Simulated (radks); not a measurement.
Coulomb parameter of the 4f shell of neutral terbium in the model configuration [Xe] 4f7.5 6s2 6p1.5, as a second difference U = [E(n + 0.25) + E(n - 0.25) - 2 E(n)] / (0.25)^2 with all orbitals relaxed. "Bare": the charge of the atom changes with n. "Screened": the 6p shell takes up the change at fixed total charge, which measures U(4f,4f) + U(6p,6p) - 2 U(4f,6p). All-electron calculation, scalar-relativistic Kohn-Sham, BLYP, spin-unpolarised, spherical densities, finite nucleus; Fermi nuclear charge, rms radius 5.06 fm. Program: a radial shooting solver on a logarithmic mesh with Libxc functionals.

start: configuration [Xe] 4f7.5 6s2 6p1.5; E - E(n) (eV) 0.000
bare +0.25: configuration [Xe] 4f7.75 6s2 6p1.5; E - E(n) (eV) -3.808
bare -0.25: configuration [Xe] 4f7.25 6s2 6p1.5; E - E(n) (eV) 4.785
screened +0.25: configuration [Xe] 4f7.75 6s2 6p1.25; E - E(n) (eV) -3.377
screened -0.25: configuration [Xe] 4f7.25 6s2 6p1.75; E - E(n) (eV) 3.986

U(bare) = 15.624 eV, U(screened by 6p) = 9.749 eV, against the Slater integral F0(4f,4f) = 31.246 eV with frozen orbitals. The step up makes a negative ion, whose loosely bound charge lowers the bare value.
